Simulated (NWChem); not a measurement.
# CH3FNiO, triplet; SMILES [F][Ni][O]C

```xyz
7

Ni    -0.0140     0.4929    -0.0002
F      0.0330     2.2066     0.0003
O     -0.0505    -1.1843     0.0006
C      0.0463    -2.5540    -0.0002
H      1.0929    -2.8842     0.1395
H     -0.5568    -2.9978     0.8141
H     -0.3153    -2.9802    -0.9548
```
Atoms are numbered in this order, from 1.

Program: NWChem. Pople sets run with spherical d functions. Spin-unrestricted. Coordinates come from a PBE0/def2-SVP, spin-unrestricted optimisation. Not confirmed as a minimum by frequencies. This spin state was assumed; another may lie lower. No stability test was run on the SCF state. Level M06-L/6-31G*: energy and gradient on several grids; changes count from the extra-fine grid, which is no exact limit either.

### Question
Which is the coarsest grid (coarse; xcoarse; medium; fine; xfine) from which on the energy stays within 500 μHa and each gradient component within 500 μHa/bohr of xfine?

### Answer
fine.
```json
[
 {"grid": "xcoarse", "size of the energy change (μHa)": "30000", "largest change of a gradient component (μHa/bohr)": "20000", "time, medium = 1 (rough)": "about 1"},
 {"grid": "coarse", "size of the energy change (μHa)": "500", "largest change of a gradient component (μHa/bohr)": "3000", "time, medium = 1 (rough)": "about 1"},
 {"grid": "medium", "size of the energy change (μHa)": "90", "largest change of a gradient component (μHa/bohr)": "1000", "time, medium = 1 (rough)": "about 1"},
 {"grid": "fine", "size of the energy change (μHa)": "< 10", "largest change of a gradient component (μHa/bohr)": "300", "time, medium = 1 (rough)": "about 1"},
 {"grid": "xfine", "size of the energy change (μHa)": "< 10", "largest change of a gradient component (μHa/bohr)": "< 30", "time, medium = 1 (rough)": "3"}
]
```
